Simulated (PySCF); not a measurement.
# A survey of 29Si NMR shifts

- NMR shieldings at PBE0/pcSseg-1/GIAO
- structure optimised with GFN2-xTB
- run in PySCF
- one conformer, one averaged value for each set of equivalent atoms, non-relativistic, no solvent

Shieldings were converted by a linear fit to measured shifts: 29Si: δ = 279.94 − 0.822σ (rms 8.9 ppm, 72 shifts, 25.8 ppm with the 6 outliers that the fit left out vs TMS, solution or neat liquid). A few per cent of atoms miss by over 2 rms, more outside the fitted compound classes.

Task: Give the 29Si shifts of `O=COC[C@H]([SiH3])C[SiH3]`, `COC(=O)CC([SiH3])[SiH3]`, `C#C[Si](O)(O)O[SiH2]C#N`.

Result: 
```csv
compound,environment,δ (ppm)
[O:1]=[CH:2][O:3][CH2:4][C@H:5]([SiH3:6])[CH2:7][SiH3:8],"Si6: silicon bonded to C, 3 H",-65.2
[O:1]=[CH:2][O:3][CH2:4][C@H:5]([SiH3:6])[CH2:7][SiH3:8],"Si8: silicon bonded to C, 3 H",-70.4
COC(=O)CC([SiH3])[SiH3],"silicon bonded to C, 3 H (×2)",-61.7
[CH:1]#[C:2][Si:3]([OH:4])([OH:5])[O:6][SiH2:7][C:8]#[N:9],"Si7: silicon bonded to C, O, 2 H",-58.8
[CH:1]#[C:2][Si:3]([OH:4])([OH:5])[O:6][SiH2:7][C:8]#[N:9],"Si3: silicon bonded to C, 3 O",-74.0
```

Task: Match the shifts 10.5, -14.8, -36.5, -48.7, -67.2 ppm to `C[C@@H](F)[C@@H]1CC[Si@@H]1C(F)F`, `CO[Si](N)(N)O`, `CNC(=O)[C@@H](C)OC[SiH3]`, `CNC(=O)[C@H](C)CO[SiH3]`, `CC[C@H]1C[Si@](F)(C(F)F)C1`.

Result: 10.5: CC[C@H]1C[Si@](F)(C(F)F)C1 (silicon bonded to 3 C, F, in a 4-membered ring); -14.8: C[C@@H](F)[C@@H]1CC[Si@@H]1C(F)F (silicon bonded to 3 C, H, in a 4-membered ring); -36.5: CNC(=O)[C@H](C)CO[SiH3] (silicon bonded to O, 3 H); -48.7: CO[Si](N)(N)O (silicon bonded to 2 N, 2 O); -67.2: CNC(=O)[C@@H](C)OC[SiH3] (silicon bonded to C, 3 H).
